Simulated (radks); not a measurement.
Neutral fluorine, 9 electrons, occupied as [He] 2s2 2p5. Calculated with a radial shooting solver on a logarithmic mesh with Libxc functionals: scalar-relativistic Kohn-Sham, r2SCAN, spin-unpolarised, spherical densities, finite nucleus; meta-GGA in the generalised Kohn-Sham scheme; Fermi nuclear charge, rms radius 2.8976 fm; hard spherical wall at 15 bohr. Some entries of the table are withheld. Estimate them.

orbital,occ.,eigenvalue (eV),<r^2> (bohr^2),r(max) (bohr)
1s,2,-669.7287,0.04189,(1)
2s,2,-31.5712,1.223,0.7633
2p,5,-11.5560,1.601,(2)

Answer. 
(1) 1s r(max) (bohr): 0.1144
(2) 2p r(max) (bohr): 0.7118
